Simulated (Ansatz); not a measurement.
Reaction (isomerisation): `N[SiH](O)[SiH3]` → `N[SiH2]O[SiH3]`

Program: Ansatz. Geometries: PBE0-D4/def2-TZVP. ΔE: electronic, gas phase. CCSD(T)/CBS is the MP2 limit (def2-TZVPP, def2-QZVPP) plus CCSD(T) − MP2 in def2-TZVPP, frozen cores. Functionals use def2-TZVPP. B3LYP here is the variant with VWN-RPA as its local correlation; programs differ in this. One conformer a species, not always the lowest.

`N[SiH](O)[SiH3]`:

```xyz
11

N     1.675   -0.200   -0.496
Si    0.271    0.612    0.040
O    -0.511    1.510   -1.108
Si   -1.353   -0.920    0.736
H     2.603    0.116   -0.275
H     1.669   -0.965   -1.148
H     0.767    1.492    1.137
H    -0.004    2.190   -1.555
H    -0.895   -1.618    1.969
H    -2.659   -0.268    1.021
H    -1.563   -1.950   -0.322
```

`N[SiH2]O[SiH3]`:

Cartesian coordinates in Å:
```
N -0.041 1.421 1.880
Si 0.357 0.997 0.281
O -0.153 -0.496 -0.167
Si -0.267 -1.641 -1.321
H -0.980 1.682 2.133
H 0.458 1.033 2.663
H -0.290 1.983 -0.618
H 1.836 1.020 0.169
H 1.085 -2.076 -1.760
H -0.997 -2.805 -0.760
H -1.008 -1.120 -2.501
```

Task: Is it downhill or uphill in electronic energy at CCSD(T)/CBS, and by how much? (Best estimate.)

Result: Ansatz gave: Downhill: ΔE = -111.6 kJ/mol.

Task: What do these levels give: r2SCAN-D4, B3LYP-D4, r2SCAN0-D4, ωB97M-V, revPBE, BLYP, r2SCAN, RPA@PBE/def2-TZVPP, CCSD/def2-TZVPP, MP2/def2-QZVPP, SCS-MP2/def2-QZVPP, MP2/CBS(def2)? (Estimate.)

Result: Computed: r2SCAN-D4 -104.5, B3LYP-D4 -110.2, r2SCAN0-D4 -108.8, ωB97M-V -112.9, revPBE -84.5, BLYP -105.6, r2SCAN -104.7, RPA@PBE/def2-TZVPP -114.7, CCSD/def2-TZVPP -116.5, MP2/def2-QZVPP -120.3, SCS-MP2/def2-QZVPP -125.3, MP2/CBS(def2) -118.9 kJ/mol.

Largest T1 diagnostic among the species: 0.012.

From BLYP to BHLYP (50 % exact exchange), in def2-TZVPP and without D4, ΔE moves by −19.2 kJ/mol. Leaving LDA and LC-ωPBE aside and taking each functional with its dispersion term where it has one, the values, not all of them listed here, spread over 39.3 kJ/mol, from BHLYP-D4 to PBE-D4. In def2-TZVPP, CCSD(T) changes the Hartree–Fock value by +28.9 kJ/mol (the triples alone add +4.0 kJ/mol) and MP2 by +21.6 kJ/mol.
